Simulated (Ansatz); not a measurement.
**A correction line for PBE-D4/def2-TZVPP: vertical ionisation energy**

The vertical ionisation energy (cation less neutral) in eV of 6 molecular compounds of Si: x at PBE-D4/def2-TZVPP, y at CCSD(T)/def2-TZVPP. Shapes, held fixed at every level: PBE0-D4/def2-TZVP. Flexible molecules stand in one conformer, not always the lowest. Programs: Ansatz 0.2.0.

| molecule | x (eV) | y (eV) |
| --- | --- | --- |
| C4H10O2Si (SMILES CC(C)(C)O[Si]O) | 8.62 | 9.00 |
| Si2H4SO (SMILES [SiH3]O[Si]S) | 8.74 | 9.01 |
| CH3ClSSi (SMILES CS[Si]Cl) | 8.95 | ? |
| C4H9ClOSi (SMILES CC(C)(C)O[Si]Cl) | 9.09 | 9.34 |
| Si(OH)(SH) | 9.19 | 9.37 |
| Si(NH2)F | 9.49 | 9.69 |

Task: Fit y = c + s·x to the known rows and predict y for CH3ClSSi.

Result: 
1. Means of the 5 rows: x = 9.0260, y = 9.282.
2. Σ(Δx)² = 0.49292, Σ(Δx·Δy) = 0.39974, so the slope is 0.39974/0.49292 = 0.81096.
3. Intercept: 9.282 − (0.81096) × 9.0260 = 1.962. The largest residual of the fit is 0.047.
4. CH3ClSSi: 1.962 + 0.81096 × 8.95 = 9.22 eV.

CCSD(T)/def2-TZVPP gives 9.20 eV, so the prediction is off by +0.02 eV, within the largest residual. Uncorrected, PBE-D4/def2-TZVPP misses CH3ClSSi by -0.25 eV, and the other rows by 0.26 on average. The line removes about 90 % of this miss. Left out in turn, the other rows are missed by 0.06 eV on average, so much of the error is systematic among these molecules. Cations run unrestricted.
